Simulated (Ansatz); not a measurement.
Gas-phase electronic energies from Ansatz, PBE0-D4/def2-TZVP geometries. CBS: MP2 limit from def2 TZ/QZ plus the TZ coupled-cluster correction, frozen cores. This one scheme is used for every species. Functionals use def2-TZVPP. B3LYP here is the variant with VWN-RPA as its local correlation; programs differ in this. HSE06 is defined as in plane-wave codes. Each species was taken in one conformer, which may not be the lowest.

Consider the formal hydrolysis of the Si–O bond: `N[Si@@H](F)O[Si@@H](N)F` + H₂O → `N[SiH](O)F` + `N[SiH](O)F`.

```csv
level,ΔE (kJ/mol),difference from CCSD(T)/CBS
LDA (SPW92),7.1,-11.6
PBE-D4,12.1,-6.6
revPBE-D4,13.5,-5.2
BLYP-D4,16.8,-1.9
r2SCAN-D4,13.0,-5.7
B97M-V,13.9,-4.8
PBE0-D4,15.5,-3.2
B3LYP-D4,18.8,0.1
r2SCAN0-D4,15.4,-3.3
HSE06-D4,15.3,-3.4
BHLYP-D4,22.5,3.8
CAM-B3LYP-D4,17.7,-1.0
ωB97X-V,15.0,-3.7
ωB97M-V,14.7,-4.0
B2PLYP,13.1,-5.6
PBE,7.2,-11.5
revPBE,7.0,-11.7
BLYP,8.3,-10.4
r2SCAN,11.1,-7.6
PBE0,10.8,-7.9
B3LYP,11.3,-7.4
r2SCANh,12.0,-6.7
r2SCAN0,13.2,-5.5
HSE06,10.7,-8.0
BHLYP,14.8,-3.9
CAM-B3LYP,12.4,-6.3
LC-ωPBE,12.1,-6.6
RPA@PBE/def2-TZVPP,16.8,-1.9
HF/def2-SVP,23.5,4.8
MP2/def2-SVP,17.6,-1.1
CCSD/def2-SVP,19.7,1.0
CCSD(T)/def2-SVP,19.1,0.4
HF/def2-TZVPP,18.6,-0.1
MP2/def2-TZVPP,15.7,-3.0
CCSD(T)/def2-TZVPP,16.2,-2.5
MP2/def2-QZVPP,17.8,-0.9
SCS-MP2/def2-QZVPP,17.9,-0.8
HF/CBS(def2),20.8,2.1
MP2/CBS(def2),18.2,-0.5
CCSD/CBS(def2),19.3,0.6
CCSD(T)/CBS,18.7,0
```

Largest T1 diagnostic among the species: 0.011.

Leaving LDA and LC-ωPBE aside and taking each functional with its dispersion term where it has one, the values spread over 10.3 kJ/mol, from PBE-D4 to BHLYP-D4. From BLYP to BHLYP (50 % exact exchange), in def2-TZVPP and without D4, ΔE moves by +6.4 kJ/mol. The D4 term adds +7.5 kJ/mol with B3LYP and +4.8 kJ/mol with PBE0; it sums over pairs of atoms, weighted by their polarisabilities, and B3LYP, whose exchange is more repulsive, gets the larger term.
